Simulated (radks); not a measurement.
Problem. The caesium ion Cs7+ is in [Kr] 4d10 5s2. Method: Dirac Kohn-Sham, PBE, spin-unpolarised, spherical densities, finite nucleus; Fermi nuclear charge, rms radius of each element as measured or else 0.836 A^(1/3) + 0.57 fm; computed with a radial shooting solver on a logarithmic mesh with Libxc functionals. Sub-shells are occupied by j as written (lower j first in brackets). One electron is removed from 5s1/2, 4d3/2, 4p3/2, 4d5/2 in turn, with full relaxation. Which removal costs least, and what does each cost?

Solution. 5s1/2 111.81 eV; 4d5/2 173.67 eV; 4d3/2 176.13 eV; 4p3/2 258.47 eV. The 5s1/2 electron leaves first.
